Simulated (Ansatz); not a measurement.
Ansatz (a first-principles code) input (PBE0/def2-TZVP):

Ansatz 0.2 input:
```yaml
crystal:
  periodic: [false, false, false]
  atoms:
    - {symbol: Mg, position_ang: [-0.00000000, -0.00000000, -0.13407931]}
    - {symbol: H, position_ang: [0.00000000, 0.00000000, 1.60895168]}
basis:
  gaussian:
    orbitals: def2-TZVP
hamiltonian:
  xc: {name: PBE0}
magnetization: {spin_polarized: true, initial_magnetization: 1}
relax: {f_tol: 0.003, max_steps: 100}
```

Output:

```
Functional definition: PBE0
integrals: 0.01 GiB planned
332 factors; their error is unknown
mean field: 0.09 GiB planned
mean field evaluation 1: about -5455.5041 eV, gradient 8.1e0 eV
mean field evaluation 2: about -5455.9117 eV, gradient 5.4e0 eV
mean field evaluation 4: about -5456.2262 eV, gradient 1.4e-1 eV
mean field evaluation 8: about -5456.2484 eV, gradient 5.6e-3 eV
mean field -5456.24835148 eV, -200.5134285389 hartree, gradient 1.5e-5 eV, S^2 0.754473; 0 other end points of the search recorded, 0 dependent functions left out
the calculation of the forces begins
reference -5456.24837924 eV, -200.5134295590 hartree; 7, 6 occupied and 31, 32 virtual orbitals, 332 factors
relax step   1: F+E_penalty+E_count = -5456.24835148 eV  Δ(F+E_penalty+E_count) = +0.000e0 eV  max|allowed force component| = 6.938e-3 eV/Å  Δτ_max = 0.0000 Å  (25 SCF iters, accepted)
these checks for a lower state are left out or cut short: starts, cluster_reference, orbital_swaps, neighbouring_geometries, increment
integrals: 0.01 GiB planned
332 factors; their error is unknown
mean field: 0.09 GiB planned
mean field evaluation 16: about -5456.2265 eV, gradient 2.3e-2 eV
mean field -5456.24835461 eV, -200.5134286539 hartree, gradient 2.4e-5 eV, S^2 0.754485; 0 other end points of the search recorded, 0 dependent functions left out
the calculation of the forces begins
reference -5456.24838237 eV, -200.5134296740 hartree; 7, 6 occupied and 31, 32 virtual orbitals, 332 factors
relax step   2: F+E_penalty+E_count = -5456.24835461 eV  Δ(F+E_penalty+E_count) = -3.131e-6 eV  max|allowed force component| = 8.343e-5 eV/Å  Δτ_max = 0.0005 Å  (19 SCF iters, accepted)
integrals: 0.01 GiB planned
332 factors; their error is unknown
mean field: 0.09 GiB planned
mean field evaluation 32: about -5456.2484 eV, gradient 1.2e-3 eV
mean field -5456.24835461 eV, -200.5134286539 hartree, gradient 2.4e-5 eV, S^2 0.754485; 1 other end points of the search recorded, 0 dependent functions left out
the calculation of the forces begins
reference -5456.24838237 eV, -200.5134296740 hartree; 7, 6 occupied and 31, 32 virtual orbitals, 332 factors
Total energy: -5456.24838237 eV, -200.5134296740 hartree
Atom 0 at    -0.000000     0.000000    -0.134536 Å, force    -0.000000    -0.000000     0.000083 eV/Å
Atom 1 at     0.000000    -0.000000     1.609409 Å, force     0.000000     0.000000    -0.000083 eV/Å
Dipole moment:     0.000000     0.000000    -0.269733 e Å
```
